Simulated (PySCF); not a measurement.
Species: C5H14N2 (charge +1 and doublet state).
SMILES with atom numbers: `[CH3:1][CH2:2][CH:3]([CH2:4][NH2:5])[CH2:6][NH2+:7]` (hydrogens: H8, H9, H10 on C1; H11, H12 on C2; H13 on C3; H14, H15 on C4; H16, H17 on N5; H18, H19 on C6; H20, H21 on N7)

Geometry (GFN2-xTB, Å), atoms numbered from 1 in this order:
```xyz
21
C5H14N2 angstrom
C      2.255   -0.374   -0.006
C      1.203    0.156   -0.972
C     -0.252    0.024   -0.516
C     -0.587    0.971    0.673
N     -0.769    2.296    0.317
C     -0.659   -1.373   -0.029
N     -1.989   -1.290    0.514
H      2.198    0.103    0.968
H      2.174   -1.449    0.123
H      3.241   -0.167   -0.413
H      1.299   -0.381   -1.919
H      1.406    1.207   -1.185
H     -0.901    0.306   -1.352
H     -1.544    0.471    1.031
H      0.143    0.887    1.479
H     -1.335    2.536   -0.480
H     -0.364    3.048    0.848
H      0.016   -1.706    0.761
H     -0.592   -2.079   -0.866
H     -2.723   -1.173   -0.174
H     -2.227   -1.996    1.198
```

The hyperfine couplings belong to this conformer and change with its torsions.

Computed, not measured: PySCF, UKS B3LYP, pcH-1 on C H N, non-relativistic, mean-field spin-orbit, GIAO. Geometry: GFN2-xTB, one conformer, isolated ion. A GFN2-xTB geometry isn't a minimum of the functional, and hyperfine couplings can be far from their values at a DFT geometry, by a factor of two or more for some ions and for spin on atoms past the first row. The SCF solution wasn't tested for stability.

(1) The isotropic 14N couplings are +41.9, +21.0 MHz. Assign them to N5; N7.

## Answers

(1) 
| site | a_iso (MHz) | ρ(0) (bohr⁻³) | position | distance from N5 (Å) | spin population | largest \|T\| (MHz) |
| --- | --- | --- | --- | --- | --- | --- |
| N5 | +21.0 | +0.0648 | largest spin population | 0.00 | +0.51 | 49.0 |
| N7 | +41.9 | +0.1296 | 4 bonds from N5 | 3.79 | +0.30 | 29.8 |

ρ(0) is the spin density at the nucleus and T the dipolar tensor; entries for several nuclei are means. The largest Mulliken spin populations are on N5 (+0.51), N7 (+0.30), C3 (+0.07) and C4 (+0.07). The angles at N5 add up to 360.0°, so it is planar.

Examples of negative spin density at the nucleus (bohr⁻³): C4 (-0.0186), C6 (-0.0124) and H17 (-0.0085).

Nuclei that the bonding pattern makes equivalent are averaged, as if the motion that swaps them (rotation, inversion, ring flip) were fast. H16 and H17 aren't averaged: N5 is flat or nearly so (angle sum 360°), and its turn about the short N5–C4 bond (1.38 Å) is taken as slow. The 1H value of +9.0 MHz is a mean of couplings from 1.2 to 16.8 MHz in this one geometry, not an average over conformers.

The SMILES `CCC(CN)C[NH2+]` draws the unpaired electron on N7, whose computed spin population is only +0.30.
